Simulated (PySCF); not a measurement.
Excitation energy of Au⁺ by level of theory

Au⁺ [Xe] 4f14 5d10 (1S) → Au⁺ [Xe] 4f14 5d9 6p1 (high-spin determinant), as a difference of total energies. Calculation: PySCF 2.14, in aug-cc-pVTZ-PP with ECP60MDF (6s6p5d3f2g, 88 functions); a scalar-relativistic core potential. Correlated levels: valence: 5s2 5p6 frozen. The calculations carry no spin-orbit coupling.

| method | excitation energy (cm⁻¹) |
| --- | --- |
| UHF | 66415 |
| MP2 (valence) | 75803 |
| SCS-MP2 (valence) | 75852 |
| CCSD (valence) | 73049 |
| CCSD(T) (valence) | 73316 |

The determinant of the upper state mixes LS terms, which raises its energy above the lowest term, most at the Hartree-Fock and MP2 levels.
